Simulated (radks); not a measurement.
All-electron atom: Cr0.375+ in 1s1.625 2s2 2p6 3s2 3p6 3d5 4s1 (fractional occupations, a model configuration). Method: Dirac Kohn-Sham, PBE, spin-unpolarised, spherical densities, finite nucleus; open shells fill j = l - 1/2 first; Fermi nuclear charge, rms radius 3.6452 fm; computed with a radial shooting solver on a logarithmic mesh with Libxc functionals.

Normalised radial functions P(r) = r R(r) (large component), r in bohr:

r,3p3/2,3d3/2,3d5/2
0.009277,0.0124,0.0001,0.0001
0.01218,0.0205,0.0002,0.0002
0.01598,0.0337,0.0004,0.0004
0.02098,0.0546,0.0009,0.0008
0.02754,0.0869,0.0018,0.0018
0.03615,0.1348,0.0039,0.0037
0.04745,0.2026,0.0080,0.0078
0.06178,0.2890,0.0158,0.0154
0.08109,0.3945,0.0310,0.0304
0.1064,0.4991,0.0586,0.0578
0.1397,0.5674,0.1063,0.1049
0.1834,0.5455,0.1825,0.1805
0.2407,0.3774,0.2938,0.2911
0.3159,0.0405,0.4386,0.4353
0.4147,-0.4135,0.6002,0.5965
0.54,-0.8365,0.7425,0.7389
0.7088,-1.0866,0.8318,0.8288
0.9304,-1.0505,0.8297,0.8279
1.221,-0.7866,0.7401,0.7397
1.603,-0.4569,0.5964,0.5973
2.104,-0.2010,0.4371,0.4390
2.762,-0.0637,0.2899,0.2922
3.625,-0.0134,0.1686,0.1707
4.72,-0.0018,0.0838,0.0854
6.195,-0.0001,0.0323,0.0332
8.132,0.0000,0.0089,0.0093
10.67,0.0000,0.0016,0.0017

3p3/2: eigenvalue -50.764 eV, 1 radial node at r = 0.324 bohr, <r> = 0.947 bohr, 90 % of the charge inside 1.46 bohr. 3d3/2: eigenvalue -6.822 eV, 0 radial nodes, <r> = 1.35 bohr, 90 % of the charge inside 2.44 bohr. 3d5/2: eigenvalue -6.730 eV, 0 radial nodes, <r> = 1.36 bohr, 90 % of the charge inside 2.46 bohr.
